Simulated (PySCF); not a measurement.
Correlation energy of Ru⁺ (ruthenium, charge +1)

Starting occupation: [Kr] 4d7, 4d3/2 with m_j = -3/2, -1/2, +1/2, +3/2, 4d5/2 with m_j = +1/2, +3/2, +5/2. Calculation: PySCF 2.14, in x2c-SVPall-2c with one added diffuse shell each of s, p, d type (7s9p7d1f, 76 functions); X2C-1e with screened-nucleus spin-orbit coupling, Gaussian nucleus. Frozen: [Ar] 3d10; 15 electrons correlated; the 6 highest virtual spinors left out.

MP2 pair energies summed by pair of shells (mhartree):

```tsv
pair	energy	share (%)
4d-4p	-128.60	39.3
4d-4d	-120.87	36.9
4p-4p	-49.56	15.1
4p-4s	-15.03	4.6
4d-4s	-10.60	3.2
4s-4s	-2.86	0.9
```

Total MP2 correlation energy: -327.52 mhartree.

The GHF reference relaxed away from the jj start to a determinant that is no pure jj level (⟨S²⟩ = 3.73, ⟨J²⟩ = 24.77); the energies belong to that determinant.

This basis was not built for core-valence correlation, so the inner-shell part is incomplete.
